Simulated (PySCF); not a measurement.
```xyz
5
charge -1 multiplicity 1, angstrom
Lu    0.0000    0.0000    0.0000
H    -1.1612   -1.1612    1.1612
H     1.1612    1.1612    1.1612
H    -1.1612    1.1612   -1.1612
H     1.1612   -1.1612   -1.1612
```

Level of theory: PBE0 in PySCF with Lu def2-TZVP with ECP28, H def2-TZVP; scalar-relativistic core potentials, no spin–orbit coupling; density-fitted integrals.

This geometry of [LuH4]- is a stationary point at this level.

Q: What is the point group?

A: Td.

Q: Is it a minimum?

A: Yes: all harmonic wavenumbers are real.

Q: List the harmonic modes with their infrared intensities.

A: 
| symmetry | ω (cm⁻¹) | IR (km/mol, summed over degenerate members) |
| --- | --- | --- |
| t2 | 503 | 1523 |
| e | 525 | 0.0 |
| t2 | 1290 | 2972 |
| a1 | 1410 | 0.0 |

Q: Give the ideal-gas entropy at 298.15 K and 1 bar by parts.

A: translation 173.5, rotation 57.6, vibration 13.6, spin 0.0; total 244.8 J/(mol K).

In Td the vibrations span 2t2 + e + a1. The a1, e modes carry no infrared intensity, as symmetry demands.

Stability towards spin polarisation was not tested. Other isomers or separated fragments may lie lower. The lowest empty level of this anion is unbound, so it and the gap depend on the basis. The basis has no diffuse functions, which an anion would want.
